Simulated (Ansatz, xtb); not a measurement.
## Isomers of C3H2ClF3O in order of energy

4 gas-phase structures of C3H2ClF3O, from a drawn sample of its isomers (lower ones may exist). Each was relaxed with GFN2-xTB; where two conformers were screened, the lower at r2SCAN-D4/def2-SVP is listed:

A. `FC(F)(Cl)[C@]1(F)CO1`, a singlet
B. `FC(F)(F)O/C=C\Cl`, a singlet
C. `O=C(Cl)CC(F)(F)F`, a singlet
D. `C=C(Cl)OC(F)(F)F`, a singlet

Problem. Estimate their order in r2SCAN-D4/def2-SVP energy at these geometries, lowest first.

Solution. Calculated order at r2SCAN-D4/def2-SVP: C (0.000), B (1.103), D (1.147), A (1.934) eV.

Energies above the lowest of each column, in eV; the last columns are at PBE0-D3(BJ)/def2-SVP geometries and were run for some of them only (a dash: not run or not comparable):

```
structure  GFN2-xTB  HF/STO-3G  r2SCAN-D4/def2-SVP  PBE0-D3(BJ)/def2-SVP  CCSD(T)/def2-SVP + ΔMP2/def2-TZVPP
        C     0.000      0.000               0.000                 0.000                               0.000
        B     0.383      0.872               1.103                 1.012                               0.975
        D     0.296      0.886               1.147                 1.043                               1.027
        A     1.150      1.195               1.934                     –                                   –
```

Every level run on C puts it lowest or level with the lowest. Flexible structures stand in one conformer each, not always the lowest. Frequencies (GFN2-xTB) were run for B, C, D alone. ΔMP2 is the change of the MP2 energy from the smaller to the larger basis.

Over these structures GFN2-xTB departs from r2SCAN-D4/def2-SVP by 0.294 eV on average once a common shift is removed. A GFN2-xTB relaxation took about 0.083 s and the r2SCAN-D4/def2-SVP energy about 2.5 s on a shared host (Ansatz 0.2.0, xtb 6.7.1).
